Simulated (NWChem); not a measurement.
System: AlNH4; SMILES [NH2][AlH2]

The following NWChem deck was run.

```
start job
memory heap 200 mb stack 900 mb global 1100 mb
geometry units angstroms noautoz
  Al     0.000000    -0.000000     0.673915
  H     -0.577135    -1.280945     1.410904
  H      0.577135     1.280945     1.410904
  N      0.000000    -0.000000    -1.107075
  H      0.341571     0.758106    -1.685463
  H     -0.341572    -0.758106    -1.685463
end
basis spherical
  Al library pcseg-1
  H library pcseg-1
  N library pcseg-1
end
dft
  xc xtpss03 ctpss03
  iterations 150
  mulliken
end
task dft energy
```

Parts of the log:

```
             Northwest Computational Chemistry Package (NWChem) 7.3.0
             --------------------------------------------------------

 C2V symmetry detected

                             Geometry "geometry" -> ""
                             -------------------------

 Output coordinates in angstroms (scale by  1.889725989 to convert to a.u.)

  No.       Tag          Charge          X              Y              Z
 ---- ---------------- ---------- -------------- -------------- --------------
    1 Al                  13.0000     0.00000000     0.00000000     0.65465450
    2 H                    1.0000     0.00000000    -1.40495726     1.39164350
    3 H                    1.0000     0.00000000     1.40495726     1.39164350
    4 N                    7.0000     0.00000000     0.00000000    -1.12633550
    5 H                    1.0000     0.00000000     0.83150213    -1.70472350
    6 H                    1.0000     0.00000000    -0.83150213    -1.70472350

 Effective nuclear repulsion energy (a.u.)      52.2137839090

      Symmetry information
      --------------------

 Group name             C2v
 Group number             16
 Group order               4
 No. of unique centers     4

                                 NWChem DFT Module
                                 -----------------

 Summary of "ao basis" -> "ao basis" (spherical)
 ------------------------------------------------------------------------------
       Tag                 Description            Shells   Functions and Types
 ---------------- ------------------------------  ------  ---------------------
 Al                         pcseg-1                  8       18   4s3p1d
 H                          pcseg-1                  3        5   2s1p
 N                          pcseg-1                  6       14   3s2p1d

      Symmetry analysis of basis
      --------------------------

        a1         24
        a2          4
        b1          9
        b2         15

            General Information
            -------------------
          SCF calculation type: DFT
          Wavefunction type:  closed shell.
          No. of atoms     :     6
          No. of electrons :    24
           Alpha electrons :    12
            Beta electrons :    12
          Charge           :     0
          Spin multiplicity:     1
          Use of symmetry is: on ; symmetry adaption is: on
          Maximum number of iterations: 150
          AO basis - number of functions:    52
                     number of shells:    26
          Convergence on energy requested:  1.00D-06
          Convergence on density requested:  1.00D-05
          Convergence on gradient requested:  5.00D-04

              XC Information
              --------------
                  TPSS metaGGA Exchange Functional  1.000
             TPSS03 metaGGA Correlation Functional  1.000

             Grid Information
             ----------------
          Grid used for XC integration:  medium
          Radial quadrature: Mura-Knowles
          Angular quadrature: Lebedev.
          Tag              B.-S. Rad. Rad. Pts. Rad. Cut. Ang. Pts.
          ---              ---------- --------- --------- ---------
          Al                  1.25       88           9.0       590
          H                   0.35       45          11.0       434
          N                   0.65       49           9.0       434
          Grid pruning is: on
          Number of quadrature shells:   227
          Spatial weights used:  Erf1

      Superposition of Atomic Density Guess
      -------------------------------------

 Sum of atomic energies:        -298.12429726

      Non-variational initial energy
      ------------------------------

 Total energy =    -298.664466
 1-e energy   =    -515.402180
 2-e energy   =     164.523930
 HOMO         =      -0.363051
 LUMO         =       0.000612

      Symmetry analysis of molecular orbitals - initial
      -------------------------------------------------

  Numbering of irreducible representations:

     1 a1          2 a2          3 b1          4 b2

  Orbital symmetries:

     1 a1          2 a1          3 a1          4 a1          5 b2
     6 b1          7 a1          8 a1          9 b2         10 a1
    11 b1         12 b2         13 b1         14 a1         15 a1
    16 b2         17 a1         18 b2         19 a1         20 b1
    21 b2         22 a1

     ---------------------------------------------
      Total Density - Mulliken Population Analysis
     ---------------------------------------------

    Atom       Charge   Shell Charges
 -----------   ------   -------------------------------------------------------
    1 Al  13    12.10   2.00  2.00  0.81  0.23  5.99  0.88  0.09  0.10
    2 H    1     1.21   0.73  0.47  0.00
    3 H    1     1.21   0.73  0.47  0.00
    4 N    7     8.07   2.00  0.88  0.66  2.72  1.82  0.00
    5 H    1     0.71   0.60  0.07  0.04
    6 H    1     0.71   0.60  0.07  0.04

   convergence    iter        energy       DeltaE   RMS-Dens  Diis-err
 ---------------- ----- ----------------- --------- --------- ---------
 d= 0,ls=0.0,diis     1   -299.5705768463 -3.52D+02  2.05D-02  3.32D-01
 d= 0,ls=0.0,diis     2   -299.4086091657  1.62D-01  1.52D-02  1.53D+00
 d= 0,ls=0.0,diis     3   -299.6124498118 -2.04D-01  1.95D-03  2.05D-02
 d= 0,ls=0.0,diis     4   -299.6153194588 -2.87D-03  3.24D-04  2.99D-04
 d= 0,ls=0.0,diis     5   -299.6153556462 -3.62D-05  9.88D-05  1.44D-05
  Resetting Diis
 d= 0,ls=0.0,diis     6   -299.6153577029 -2.06D-06  2.33D-05  7.89D-07
 d= 0,ls=0.0,diis     7   -299.6153578622 -1.59D-07  4.50D-06  1.75D-08

         Total DFT energy =     -299.615357862221
      One electron energy =     -517.792501235113
           Coulomb energy =      193.054341449486
    Exchange-Corr. energy =      -27.090981985585
 Nuclear repulsion energy =       52.213783908991

 Numeric. integr. density =       23.999999428476

[...]
```

Level: TPSS/pcseg-1. All runs use the structure optimised with B3LYP/6-31G* (spherical d).
